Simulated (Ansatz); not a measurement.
Saddle point of TiHCl3O, closed shell (TiHCl₃O ([OH][Ti]([Cl])([Cl])[Cl]) → TiCl₂O ([O][Ti]([Cl])[Cl]) + HCl (still joined by a long Ti–Cl bond); bonds formed: Cl2–H4; bonds broken: O3–H4; bonds weakened to dative contacts: Ti1–Cl2), PBE0-D4/def2-TZVP structure:

```
6
angstrom
Ti 0.1259 0.3902 0.3046
Cl -1.3868 -1.0409 -1.0636
O 1.2631 -0.6661 -0.1675
H -0.0583 -1.3307 -0.9506
Cl 0.3905 2.3921 -0.5789
Cl -0.3344 0.2555 2.4559
```

Energies are electronic, without zero-point energy. Barriers and step energies count from the start structure reached by relaxing down the imaginary mode; all methods use the PBE0-D4 structures, on which another method's saddle can fall below an end. Ansatz 0.2.0; basis: def2-TZVPP, with def2-QZVPP for the basis limit; cores frozen in the correlated methods. B3LYP uses VWN-RPA correlation. Extrapolation: Hartree–Fock as exp(−7.88 √X), correlation as X^−2.97.

| method | barrier (eV) | step energy (eV) |
| --- | --- | --- |
| SPW92 | 1.616 | 1.779 |
| PBE-D4 | 1.613 | 1.635 |
| BLYP-D4 | 1.689 | 1.646 |
| r2SCAN-D4 | 1.756 | 1.747 |
| B97M-V | 1.863 | 1.774 |
| PBE0-D4 | 1.773 | 1.714 |
| B3LYP-D4 | ? | 1.712 |
| r2SCAN0-D4 | 1.872 | 1.795 |
| BHLYP-D4 | 2.033 | 1.841 |
| CAM-B3LYP-D4 | 1.813 | 1.673 |
| wB97X-V | 1.742 | 1.569 |
| wB97M-V | ? | 1.614 |
| B2PLYP | 1.547 | 1.393 |
| PBE-QIDH | 1.585 | 1.438 |
| RPA on PBE | ? | 1.400 |
| HF | 2.418 | 2.035 |
| MP2 | 1.141 | 0.931 |
| CCSD | 1.741 | 1.508 |
| CCSD(T) | 1.566 | 1.396 |

(1) Fill in the withheld barriers. (Judge from chemistry; the value comes from the calculation.)

No T1 diagnostic of these runs exceeds 0.026. The T1 diagnostic is large here, which may signal multireference character or strong orbital relaxation, so CCSD(T) is less sure.

Results:

(1) Computed: B3LYP-D4 1.815; wB97M-V 1.768; RPA on PBE 1.576 eV. Each is the energy of the saddle less that of the start structure, by the same method.

For comparison, the barrier by CCSD(T) at an estimated basis limit (MP2 extrapolated from triple and quadruple zeta, plus CCSD(T) − MP2 in triple zeta) is 1.656 eV.

Labels in which every atom is bracketed show which atoms are joined, not bond orders.

For scale, one of the runs: CCSD(T)/def2-TZVPP, 235 basis functions, launched by `ansatz run in.yaml --threads 8 --pin off --events-out ev --progress --plain --max-ram 19148MiB`. Time: 2.2 min of wall clock on 8 CPU threads of an Arm Neoverse V1; the host was shared. Peak host memory: 4.2 GiB.
